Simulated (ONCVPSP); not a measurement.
**manganese (Mn), ONCV: configuration errors across variants**

Mn (Z = 25), optimised norm-conserving Vanderbilt (ONCV), made with ONCVPSP 4.0.1 (PBEsol, scalar-relativistic). Core [Ne], reference 3s2 3p6 3d6 4s1. Waves: 3s+4s: rc 1.35 bohr, ncon 4, nbas 8, qcut 9.1 1/bohr, 2 projectors; 3p: rc 0.85 bohr, ncon 4, nbas 9, qcut 10.4 1/bohr, 1 projector; 3d: rc 1.80 bohr, ncon 3, nbas 8, qcut 7.4 1/bohr, 2 projectors, debl 2.2 Ha. Local part: polynomial inside 0.75 bohr (lpopt 5, dvloc0 6 Ha). Core correction: none.

All-electron excitation energies from the reference (eV): (1) 3s2 3p6 3d5 4s2 0.366; (2) 3s2 3p6 3d5 4s1 8.799; (3) 3s2 3p6 3d5 4s0 24.311.

1 further variants failed, have other tests or another functional or relativity, and are left out.

Errors AE − PS in meV (a dash: test not solved or not reliable):

| change | (1) | (2) | (3) | bound ghosts | GHOST(+) flags above zero |
| --- | --- | --- | --- | --- | --- |
| base | +61 | +37 | +12 | none | none |
| p: nproj 2 | +61 | +37 | +12 | none | none |
| d: ncon 4, nbas 9 | +54 | +33 | +13 | none | none |
| d: nbas 6 | +60 | +36 | +13 | none | none |
| all radii scaled by about 0.89 (s 1.20, p 0.76, d 1.60 bohr); local potential polynomial inside 0.66 bohr (lpopt 5, dvloc0 6 Ha) | +38 | +18 | +0.2 | none | none |

(1) Give the same row for: local potential polynomial inside 0.80 bohr (lpopt 4, dvloc0 0 Ha).

Answers

(1) +61, +37, +13; bound ghosts: none; GHOST(+) flags above zero: none.
